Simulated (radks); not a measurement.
Results of a calculation; reference values are marked as such.
Effect of the nuclear size on the caesium ion Cs+, [Xe]. Code: a radial shooting solver on a logarithmic mesh with Libxc functionals. Model: Dirac Kohn-Sham, LDA (Slater exchange, Perdew-Wang correlation), spin-unpolarised, spherical densities, finite nucleus; Fermi nuclear charge, rms radius 4.8041 fm. The rms radius is varied about that value; shifts are against it.

| rms radius (fm) | total energy shift (eV) | density at nucleus (e/bohr^3) | 1s1/2 shift (meV) | 2s1/2 shift (meV) | 4p1/2 shift (meV) | 5s1/2 shift (meV) | 5p1/2 shift (meV) | 5p3/2 shift (meV) | 6s1/2 (empty) shift (meV) |
|---|---|---|---|---|---|---|---|---|---|
| 4.0547 | -2.15 | 3.045e+05 | -896 | -107 | 0.321 | -0.691 | 0.065 | 0.075 | -0.096 |
| 4.5495 | -0.762 | 2.98e+05 | -318 | -37.9 | 0.114 | -0.245 | 0.023 | 0.027 | -0.034 |
| 4.8041 | 0 | 2.95e+05 | 0.000 | 0.000 | 0.000 | 0.000 | 0.000 | 0.000 | 0.000 |
| 5.1644 | 1.14 | 2.911e+05 | 474 | 56.5 | -0.170 | 0.366 | -0.034 | -0.040 | 0.051 |
| 5.8946 | 3.64 | 2.84e+05 | 1520 | 181 | -0.545 | 1.17 | -0.110 | -0.128 | 0.164 |

Slopes of the eigenvalues against <r^2> in GHz/fm^2, as finite differences over the two radii next to the reference (eigenvalue slopes, not the field-shift constants of lines): 1s1/2 32100, 2s1/2 3820, 4p1/2 -11.5, 5s1/2 24.7, 5p1/2 -2.33, 5p3/2 -2.69, 6s1/2 (empty) 3.45.
